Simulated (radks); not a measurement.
Values are calculated unless marked as measured or tabulated.
Question: All-electron atom: the indium ion In2+ in [Kr] 4d10 5s1 (the NIST ground configuration). Level of theory: scalar-relativistic Kohn-Sham, LDA (Slater exchange, Perdew-Wang correlation), spin-unpolarised, spherical densities, point nucleus (a radial shooting solver on a logarithmic mesh with Libxc functionals). Some entries of the table are withheld. Estimate them.

orbital  occ.  eigenvalue (hartree)  <r> (bohr)
1s          2                   (1)     0.02974
2s          2                   (2)         (3)
2p          6                   (4)      0.1122
3s          2             -29.60032      0.3492
3p          6             -24.50962      0.3476
3d         10             -16.58139      0.3246
4s          2              -5.05945         (5)
4p          6              -3.53738      0.9211
4d         10              -1.35094       1.167
5s          1              -0.88648       2.322

Answer: 
(1) 1s eigenvalue (hartree): -1019.408
(2) 2s eigenvalue (hartree): -153.2359
(3) 2s <r> (bohr): 0.1286
(4) 2p eigenvalue (hartree): -137.6920
(5) 4s <r> (bohr): 0.8475
